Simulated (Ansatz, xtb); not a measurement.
C7H7BO: which of two isomers lies lower

Structure a is `CC#CBc1ccco1`, a singlet and structure b is `Bc1cc2c(o1)C=CC2`, a singlet. Both are isolated molecules in the gas phase, relaxed with B3LYP/def2-SVP; the shapes shown needn't be the lowest conformers.

a (Å):

```yaml
atoms:
  - { symbol: C, position_ang: [0.4395, 2.2863, 3.7120] }
  - { symbol: C, position_ang: [0.9947, 1.4559, 2.6532] }
  - { symbol: C, position_ang: [1.4707, 0.7633, 1.7644] }
  - { symbol: C, position_ang: [1.2933, -1.1741, -0.0356] }
  - { symbol: C, position_ang: [-0.0050, -1.6461, 0.0980] }
  - { symbol: C, position_ang: [-0.1831, -2.6957, -0.8400] }
  - { symbol: C, position_ang: [1.0216, -2.8046, -1.4954] }
  - { symbol: B, position_ang: [2.0900, -0.0777, 0.6660] }
  - { symbol: O, position_ang: [1.9041, -1.9144, -1.0333] }
  - { symbol: H, position_ang: [0.4755, 3.3527, 3.4318] }
  - { symbol: H, position_ang: [-0.6092, 2.0287, 3.9339] }
  - { symbol: H, position_ang: [1.0213, 2.1736, 4.6425] }
  - { symbol: H, position_ang: [3.2344, 0.1152, 0.3320] }
  - { symbol: H, position_ang: [-0.7355, -1.2595, 0.8065] }
  - { symbol: H, position_ang: [-1.0737, -3.2955, -1.0162] }
  - { symbol: H, position_ang: [1.3662, -3.4624, -2.2915] }
```

b (Å):

| atom | x (Å) | y (Å) | z (Å) |
| --- | --- | --- | --- |
| C | -2.1804 | 2.0131 | 0.9362 |
| C | -2.6368 | 0.8425 | 0.3089 |
| C | -1.5932 | -0.0976 | 0.3626 |
| C | -0.5569 | 0.5475 | 1.0185 |
| C | 0.6095 | -0.3019 | 1.1553 |
| C | 0.2884 | -1.4887 | 0.5754 |
| C | -1.1278 | -1.4833 | 0.0175 |
| B | -2.8395 | 3.3457 | 1.1843 |
| O | -0.8619 | 1.7864 | 1.3709 |
| H | -2.2554 | 4.2327 | 1.7537 |
| H | -3.9716 | 3.5058 | 0.7979 |
| H | -3.6315 | 0.7408 | -0.1232 |
| H | 1.5536 | -0.0366 | 1.6299 |
| H | 0.9482 | -2.3552 | 0.5054 |
| H | -1.1287 | -1.6866 | -1.0688 |
| H | -1.7411 | -2.2780 | 0.4800 |

Q: Which of the two would you expect CCSD(T)/def2-SVP + ΔMP2/def2-TZVPP electronic energies to favour?

A: Structure b; the calculation gives E(b) − E(a) = −0.253 eV.

Level by level:

```
                             level        geometry  E(b) − E(a) (eV)  departure from the last row (eV)  job, with rough time for the two
                          GFN2-xTB        GFN2-xTB              −1.124                            −0.872              optimisation, 0.15 s
                         HF/STO-3G        GFN2-xTB              −0.655                            −0.402              single point, 0.48 s
                r2SCAN-D4/def2-SVP        GFN2-xTB              −0.416                            −0.163               single point, 4.7 s
                    B3LYP/def2-SVP  B3LYP/def2-SVP              −0.210                            +0.043                optimisation, 42 s
                       HF/def2-SVP  B3LYP/def2-SVP              −0.057                            +0.195           part of the CCSD(T) run
                      MP2/def2-SVP  B3LYP/def2-SVP              −0.295                            −0.043           part of the CCSD(T) run
                  CCSD(T)/def2-SVP  B3LYP/def2-SVP              −0.288                            −0.036                      single point
CCSD(T)/def2-SVP + ΔMP2/def2-TZVPP  B3LYP/def2-SVP              −0.253                                               single point, 2.4 min
```

As drawn, b has 2 C–C, 1 C=C, 1 B–H in place of 1 C≡C, 1 C–B, 1 C–H. Structure a has a 5-membered ring (with an aromatic ring), b 2 5-membered rings (with an aromatic ring).

The levels shown agree on the order. The largest departure from CCSD(T)/def2-SVP + ΔMP2/def2-TZVPP is that of GFN2-xTB, 0.872 eV. A small imaginary or near-zero mode remains, so no thermal terms are given. The last row adds to CCSD(T) the change of the MP2 difference between the two basis sets, here +0.036 eV.

The correlated steps freeze 9 core orbitals. Codes used: Ansatz 0.2.0, xtb 6.7.1; the last row on 4 threads of Arm Neoverse V1 on a shared host.
